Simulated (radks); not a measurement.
Values are calculated unless marked as measured or tabulated.
Task: Neutral hafnium: order these configurations by energy. Code: a radial shooting solver on a logarithmic mesh with Libxc functionals. Model: scalar-relativistic Kohn-Sham, PBE, spin-polarised, spherical densities, finite nucleus; Fermi nuclear charge, rms radius of each element as measured or else 0.836 A^(1/3) + 0.57 fm. Open shells are filled with parallel spins first. [Xe] 4f14 5d1 6s2 6p1; [Xe] 4f14 5d2 6s1 6p1; [Xe] 4f14 5d2 6s2; [Xe] 4f14 5d3 6s1.

Result: From the lowest, in eV above it: [Xe] 4f14 5d2 6s2 0.000; [Xe] 4f14 5d3 6s1 1.166; [Xe] 4f14 5d1 6s2 6p1 2.106; [Xe] 4f14 5d2 6s1 6p1 2.619.
